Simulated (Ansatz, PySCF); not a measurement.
H7NSSi2, SMILES N[SiH2]S[SiH3].

Coordinates come from a B3LYP-D3(BJ)/def2-SVP optimisation. The values are those of a single conformer.

Vertical ionisation energy (IE) and electron affinity (EA) in eV. Rows of orbital energies are one-electron estimates. Where ΔSCF, EOM or ADC give a negative EA the extra electron is unbound and the value depends on the basis.

```json
[
 {"level": "−ε(HOMO), −ε(LUMO), CAM-B3LYP/def2-TZVP (PySCF)", "IE": "8.53", "EA": "-0.86"},
 {"level": "−ε(HOMO), −ε(LUMO), PBE/def2-TZVP (PySCF)", "IE": "6.05", "EA": "0.94"},
 {"level": "ΔSCF, CAM-B3LYP/def2-SVPD (Ansatz), final states of multiplicity 2 and 2", "IE": "9.30", "EA": "-1.22"},
 {"level": "ΔSCF, PBE/def2-SVPD (Ansatz), final states of multiplicity 2 and 2", "IE": "(withheld)", "EA": "(withheld)"}
]
```

Problem. What belongs in the gaps? (Estimate from the structure and the level; the computed values follow.)

Solution. 
- ΔSCF, PBE/def2-SVPD (Ansatz, a quantum-chemistry and plane-wave program), final states of multiplicity 2 and 2, IE: 8.93
- ΔSCF, PBE/def2-SVPD (Ansatz), final states of multiplicity 2 and 2, EA: -0.82

Problem. What vertical singlet–triplet gap does ΔSCF give with CAM-B3LYP/def2-SVPD (Ansatz) and with PBE/def2-SVPD (Ansatz)? (Estimate from the structure and the level; the computed values follow.)

Solution. 5.85 and 5.24 eV (triplet above singlet where positive).
